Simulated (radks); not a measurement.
Problem. These are the eigenvalues of the occupied orbitals of an atom or ion with whole-number occupations (eV). All-electron calculation, scalar-relativistic Kohn-Sham, BLYP, spin-polarised, spherical densities, finite nucleus; Fermi nuclear charge, rms radius of each element as measured or else 0.836 A^(1/3) + 0.57 fm. Program: a radial shooting solver on a logarithmic mesh with Libxc functionals.

1s: -74100.46
2s: -14825.77
2p: -13254.52
3s: -5152.908
3p: -4686.516
3d: -4178.884

Which element is it, and in what charge state? The configuration may be excited. Open shells, if any, are filled with parallel spins first.

Solution. Z = 75, rhenium, charge +47: Re47+ in [Ar] 3d10. The list shows which subshells hold electrons but not how many an open one holds; the 1s level, -2723.1 hartree, gives Z - s = 73.8 by -(Z - s)^2/2, which with screening and relativity narrows Z to a few neighbours, and the depths of the outer levels then fix element, charge and occupations together.
